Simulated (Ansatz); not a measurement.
Molecule: C$_{5}$H$_{11}$S, charge 0, multiplicity 2. It need not be the lowest isomer of its formula. 
Geometry from a B3LYP-D3(BJ)/def2-TZVP (Ansatz, a first-principles code) optimisation:
```
C
H 1 1.0903
H 1 1.0913 2 107.22
C 1 1.5302 2 110.27 3 119.91
H 4 1.0973 1 108.12 2 -53.19
H 4 1.1017 5 104.31 1 -115.59
C 4 1.4823 5 110.12 6 -118.44
H 7 1.0805 4 120.48 5 -147.00
H 7 1.0810 8 118.68 4 172.62
S 1 1.8215 2 109.31 3 -111.98
C 10 1.8217 1 101.98 2 -64.46
H 11 1.0911 10 109.18 1 -62.63
H 11 1.0912 12 106.80 6 165.04
C 11 1.5217 12 111.20 13 120.76
H 14 1.0904 11 110.88 12 -179.44
H 14 1.0908 15 107.99 11 122.46
H 14 1.0929 15 108.49 16 116.19
```
Charge 0, spin multiplicity 2.

Basis-set convergence of Hartree-Fock and MP2 correlation energies (hartree) with Ansatz. Valence correlation only, unless marked. Open shells are spin-unrestricted. Spin-orbit coupling is left out. No relativistic terms.

```
basis        functions       E(HF)  E(corr, MP2)
-----------  ---------  ----------  ------------
cc-pV(D+d)Z        148  -593.24251      -0.83015
cc-pV(T+d)Z        343           …             …
```

Q: Fill in the missing entries.

A: 
- cc-pV(T+d)Z, E(HF): -593.31330
- cc-pV(T+d)Z, E(corr, MP2): -1.02697
